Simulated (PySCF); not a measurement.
**Molecular orbitals of GeCl**

PBE0 at R = 2.182 Å; PySCF, scalar-relativistic core potentials, basis sets Ge cc-pVTZ-PP with ECP10, Cl cc-pV(T+d)Z. State: ⁴Σ⁻ (quartet), unpaired electrons σ ↑, π ↑↑, a second solution, started from another occupation. Only the outer orbitals are listed, counted within each symmetry, core potentials removing the inner ones.

```tsv
spin	orbital	occ.	ε (eV)	on Ge (%)	main shells (%)
α	7σ	1	-24.02	6	93 Cl s
α	8σ	1	-15.30	68	68 Ge s, 27 Cl p
α	9σ	1	-10.91	46	54 Cl p, 25 Ge s, 20 Ge p
α	4π	1	-10.46	8	92 Cl p
α	4π	1	-10.46	8	92 Cl p
α	5π	1	-5.59	93	92 Ge p
α	5π	1	-5.59	93	92 Ge p
α	10σ	0	-1.00	92	82 Ge p, 9 Cl p
α	11σ	0	2.03	104	102 Ge s
α	12σ	0	4.00	90	90 Ge p, 12 Cl d
β	7σ	1	-23.19	6	93 Cl s
β	8σ	1	-12.97	53	49 Ge s, 42 Cl p
β	4π	1	-10.00	5	95 Cl p
β	4π	1	-10.00	5	95 Cl p
β	9σ	0	-6.77	63	48 Ge s, 37 Cl p, 15 Ge p
β	5π	0	-1.42	96	96 Ge p
β	5π	0	-1.42	96	96 Ge p
```

Which are the highest filled and the lowest empty level, where do they sit, and how wide is the gap?

Highest filled α 5π at -5.59 eV (in %: 92 Ge p); lowest empty β 9σ at -6.77 eV (in %: 48 Ge s, 37 Cl p, 15 Ge p); the gap at PBE0 is -1.18 eV.

| Quantity | Value |
| --- | --- |
| bond order (Mayer) | 1.05 |
| ⟨S²⟩ | 3.755 |
| charge on Ge (Mulliken, basis-dependent) | 0.10 |
| charge on Ge (Löwdin, basis-dependent) | -0.16 |
| dipole moment (positive dipole means Ge(−)Cl(+)) | -0.62 D |

Shares are Mulliken populations and can fall outside 0 to 100 %.

Spin–orbit coupling is left out. Counting both spins, an empty level lies below a filled one in this solution, because spin and occupation are held.
